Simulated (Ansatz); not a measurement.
C2H3BrF2 can be A, `FC(F)CBr`, or B, `FCC(F)Br`.

Isolated molecules relaxed with PBE0-D4/def2-TZVP in Ansatz; ΔE leaves out vibrations. CBS: MP2 limit from def2 TZ/QZ plus the TZ coupled-cluster correction, frozen cores. Functionals use def2-TZVPP. B3LYP here is the variant with VWN-RPA as its local correlation; programs differ in this. For Br outer-core shells are correlated without core-valence functions, which leaves a few kJ/mol of doubt a bond. Scalar relativity is left out up to krypton. One conformer a species, not always the lowest.

**Question.** Which is lower in electronic energy at CCSD(T)/CBS, and by how much? (An estimate is asked.)

**Answer.** Ansatz gave: A, by 36.2 kJ/mol.

**Question.** Give E(B) − E(A) in kJ/mol with B3LYP-D4, CCSD/def2-TZVPP, B3LYP, CCSD(T)/def2-TZVPP, ωB97M-V, r2SCAN-D4, PBE-D4. (An estimate is asked.)

**Answer.** The calculation gave: B3LYP-D4 33.4, CCSD/def2-TZVPP 38.8, B3LYP 33.2, CCSD(T)/def2-TZVPP 38.1, ωB97M-V 37.3, r2SCAN-D4 36.0, PBE-D4 32.9. None reverses the order clearly.

Largest T1 diagnostic: 0.010.

From PBE to PBE0 (25 % exact exchange), in def2-TZVPP and without D4, E(B) − E(A) moves by +3.8 kJ/mol.
